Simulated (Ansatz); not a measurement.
Program: Ansatz. Geometries: PBE0-D4/def2-TZVP. ΔE: electronic, gas phase. CCSD(T)/CBS adds triple-zeta CCSD(T) − MP2 to the extrapolated MP2 energy (def2 sets, frozen cores). This one scheme is used for every species. DFT in def2-TZVPP. For Ga outer-core shells are correlated without core-valence functions, which leaves a few kJ/mol of doubt a bond. Scalar relativity is left out up to krypton. Each species was taken in one conformer, which may not be the lowest.

Reaction (hydrogenolysis of a Ga–C bond): `C=[CH][Ga]([CH3])[Cl]` + H₂ → `C=[CH][GaH][Cl]` + CH₄

CCSD(T)/CBS gives -22.6 kJ/mol.

Question: Another level gave -25.6 kJ/mol. Which?
A. PBE/def2-TZVPP
B. MP2/def2-TZVPP
C. PBE-D4/def2-TZVPP
D. B97M-V/def2-TZVPP

Answer: C. PBE-D4 -25.6, PBE -31.3, B97M-V -42.4, MP2/def2-TZVPP -19.0 kJ/mol.

Largest T1 diagnostic among the species: 0.012.

Leaving LDA and LC-ωPBE aside and taking each functional with its dispersion term where it has one, the values, not all of them listed here, spread over 19.6 kJ/mol, from B97M-V to revPBE-D4. LDA lies +5.2 kJ/mol from PBE without D4. From BLYP to BHLYP (50 % exact exchange), in def2-TZVPP and without D4, ΔE moves by −4.6 kJ/mol.

CCSD(T)/CBS has its own doubt, a few kJ/mol and more with outer-core shells, so smaller differences from it don't rank the levels.
